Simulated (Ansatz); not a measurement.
Reaction (redistribution): `C[SiH](F)Br` + `N[SiH2]OP` → `N[SiH](F)Br` + `C[SiH2]OP`

Gas-phase electronic energies from Ansatz, PBE0-D4/def2-TZVP geometries. CCSD(T)/CBS adds triple-zeta CCSD(T) − MP2 to the extrapolated MP2 energy (def2 sets, frozen cores). Functionals use def2-TZVPP. B3LYP here is the variant with VWN-RPA as its local correlation; programs differ in this. For Br outer-core shells are correlated without core-valence functions, which leaves a few kJ/mol of doubt a bond. Scalar relativity is left out up to krypton. One conformer a species, not always the lowest.

Task: Is it downhill or uphill in electronic energy at CCSD(T)/CBS, and by how much? (Best estimate.)

Result: The calculation gave: Uphill: ΔE = +3.9 kJ/mol.

Task: What do these levels give: PBE-D4, PBE0-D4, ωB97X-V, ωB97M-V, PBE, r2SCAN, B3LYP, SCS-MP2/def2-TZVPP, CCSD(T)/def2-TZVPP, HF/def2-QZVPP, MP2/def2-QZVPP, SCS-MP2/def2-QZVPP? (An estimate is asked.)

Result: The calculation gave: PBE-D4 4.5, PBE0-D4 3.5, ωB97X-V 3.2, ωB97M-V 3.5, PBE 5.0, r2SCAN 4.2, B3LYP 4.2, SCS-MP2/def2-TZVPP 3.9, CCSD(T)/def2-TZVPP 3.8, HF/def2-QZVPP 2.5, MP2/def2-QZVPP 4.0, SCS-MP2/def2-QZVPP 4.0 kJ/mol.

Largest T1 diagnostic among the species: 0.012.
